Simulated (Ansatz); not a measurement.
Interaction energy ladder

The pair of N$_{2}$ (SMILES N#N, atoms 1–2) and GeH$_{4}$ (SMILES [GeH4], atoms 3–7), both closed shells, in one local arrangement (a lower one may exist), relaxed at PBE0-D4/def2-TZVP:

```xyz
7
angstrom
N -1.1744 0.2792 -3.2163
N -0.6437 0.6167 -2.3268
Ge 0.3639 -0.1778 1.1077
H 0.2086 -1.4037 0.1978
H 1.4881 0.7184 0.5735
H 0.7105 -0.6416 2.5294
H -0.9530 0.6088 1.1350
```

Ansatz 0.2.0; basis: def2-TZVPPD, with def2-QZVPPD for the basis limit; cores frozen in the correlated methods. Filled d shells of the heavier atoms are correlated. The def2 sets are not built for correlating such inner shells, so the correlated values are less sure here. B3LYP uses VWN-RPA correlation. Extrapolation: Hartree–Fock as exp(−7.88 √X), correlation as X^−2.97. Interaction energies count from these two fragments, frozen as in the pair, with the counterpoise correction; negative means bound.

**Question.** What is the interaction energy by CCSD(T) at an estimated basis limit (MP2 extrapolated from triple and quadruple zeta, plus CCSD(T) − MP2 in triple zeta)? (To be estimated.)

**Answer.** Computed: -0.58 kcal/mol. Hartree–Fock alone gives 0.31 kcal/mol at the basis limit, so without correlation the pair would not bind at this distance. It counts from the two fragments frozen as in the pair.

The same quantity by other methods in triple zeta, and each one's difference from that estimate:
```json
{"method": "PBE-D4", "E_int (kcal/mol)": "-0.60", "difference": "-0.03"}
{"method": "revPBE-D4", "E_int (kcal/mol)": "-0.14", "difference": "0.43"}
{"method": "BLYP-D4", "E_int (kcal/mol)": "-0.14", "difference": "0.43"}
{"method": "r2SCAN-D4", "E_int (kcal/mol)": "-0.39", "difference": "0.18"}
{"method": "B97M-V", "E_int (kcal/mol)": "-0.60", "difference": "-0.02"}
{"method": "PBE0-D4", "E_int (kcal/mol)": "-0.54", "difference": "0.03"}
{"method": "B3LYP-D4", "E_int (kcal/mol)": "-0.33", "difference": "0.24"}
{"method": "HSE06-D4", "E_int (kcal/mol)": "-0.56", "difference": "0.02"}
{"method": "wB97X-V", "E_int (kcal/mol)": "-0.62", "difference": "-0.04"}
{"method": "wB97M-V", "E_int (kcal/mol)": "-0.57", "difference": "0.01"}
{"method": "B2PLYP", "E_int (kcal/mol)": "-0.08", "difference": "0.50"}
{"method": "HF", "E_int (kcal/mol)": "0.31", "difference": "0.89"}
{"method": "MP2", "E_int (kcal/mol)": "-0.58", "difference": "0.00"}
{"method": "CCSD", "E_int (kcal/mol)": "-0.36", "difference": "0.21"}
{"method": "CCSD(T)", "E_int (kcal/mol)": "-0.48", "difference": "0.09"}
```
Differences are method less estimate.

**Question.** Which atoms make the shortest contact between the fragments?

**Answer.** N2 and H4, 3.34 Å apart.

Basis-set superposition shift (counterpoise-corrected less uncorrected): CCSD(T) 0.42; MP2 0.43; HF 0.08; PBE0-D4 0.07; wB97M-V 0.09 kcal/mol.

T1 diagnostic: at most 0.014.

For scale, one of the runs: CCSD(T)/def2-TZVPPD, 196 basis functions, launched by `ansatz run in.yaml --threads 4 --pin off --events-out ev --progress --plain --max-ram 9574MiB`. The run took 49 s on 4 CPU threads of an Arm Neoverse V1 (shared host), with 2.3 GiB of host memory at its peak.
